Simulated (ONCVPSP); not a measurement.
tantalum (Ta), ONCV: configuration errors across variants

tantalum, optimised norm-conserving Vanderbilt (ONCV), made with ONCVPSP 4.0.1 (PBE, scalar-relativistic). Core [Kr] 4d10, reference 4f14 5s2 5p6 5d3 6s1 6p1. Waves: 5s+6s: rc 1.40 bohr, ncon 3, nbas 7, qcut 7.6 1/bohr, 3 projectors, debl 0.4 Ha; 5p+6p: rc 2.45 bohr, ncon 4, nbas 7, qcut 5.3 1/bohr, 2 projectors; 5d: rc 2.25 bohr, ncon 4, nbas 8, qcut 7.5 1/bohr, 2 projectors, debl 3.7 Ha; 4f: rc 0.70 bohr, ncon 5, nbas 10, qcut 26.9 1/bohr, 2 projectors, debl 3.3 Ha. Local part: polynomial inside 0.65 bohr (lpopt 5, dvloc0 0 Ha). Core correction: Teter function, fcfact 5, rcfact 1.7.

All-electron excitation energies from the reference (eV): (1) 4f14 5s2 5p6 5d3 6s2 6p0 -4.179; (2) 4f14 5s2 5p6 5d3 6s1 6p0 4.289; (3) 4f14 5s2 5p6 5d3 6s0 6p0 19.261; (4) 4f13 5s2 5p6 5d4 6s1 6p0 29.375.

3 further variants failed, have other tests or too few solved ones, and are left out.

A true bound ghost makes a file unfit for plane-wave use even where its test errors are small: the radial tests pick states by their node count and pass the ghost by.

Errors AE − PS in meV (a dash: test not solved or not reliable):

```csv
change,(1),(2),(3),(4),bound ghosts,GHOST(+) flags above zero
base,+0.6,-2.1,-9.3,-261,"s, p","s, d"
p: rc 3.26,-0.2,-2.2,-19,-302,"s, p","s, d"
"local potential polynomial inside 0.65 bohr (lpopt 5, dvloc0 -2.5 Ha)",+0.6,-2.1,-9.2,-252,"s, p","s, d"
"local potential polynomial inside 0.60 bohr (lpopt 5, dvloc0 4 Ha)",+0.6,-2.1,-9.2,-246,"s, p","s, d"
"core correction polynomial model core, fcfact 0.5",+0.8,-2.0,-8.1,-258,"s, p","s, d"
f: qcut 17,+0.6,-2.1,-9.3,-214,"s, p","s, d"
```

(1) Give the same row for: s: qcut 6.6.

Answers

(1) +0.5, -2.1, -9.6, -245; bound ghosts: s, p; GHOST(+) flags above zero: s, d.
